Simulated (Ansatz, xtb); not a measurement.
Diatomic TeP, multiplicity 2 (lowest of 2S+1 = 2, 4 at CCSD(T)/def2-TZVPP on PBE0 minima; our sources give no spin for the ground state, which may be another). No spin–orbit coupling. The T1 diagnostic near the minimum is 0.061, so single-reference values are doubtful.

Seven points along R, fitted to fifth degree in 1/R; most abundant isotopes. In def2 and cc sets the state is the lowest found near the PBE0 minimum, followed along R.

Programs: Ansatz (Gaussian orbitals); xtb for the GFN methods. Each number belongs to the level named beside it. In def2 rows elements past Kr take small-core potentials, without spin–orbit coupling. The GFN methods have no spin term and hold the electronic entropy of 300 K.

```
level             r_e (Å)  ω_e (cm⁻¹)  B_e (cm⁻¹)  α_e (cm⁻¹)  dipole (D)
----------------  -------  ----------  ----------  ----------  ----------
GFN1-xTB            2.263         561       0.132     0.00057           -
GFN2-xTB            2.274         529       0.130     0.00061           -
SVWN5/def2-TZVPP    2.237         482       0.135     0.00049        0.64
PBE/def2-TZVPP      2.260         467       0.132     0.00049        0.65
```

Ansatz is a quantum-chemistry and plane-wave program.
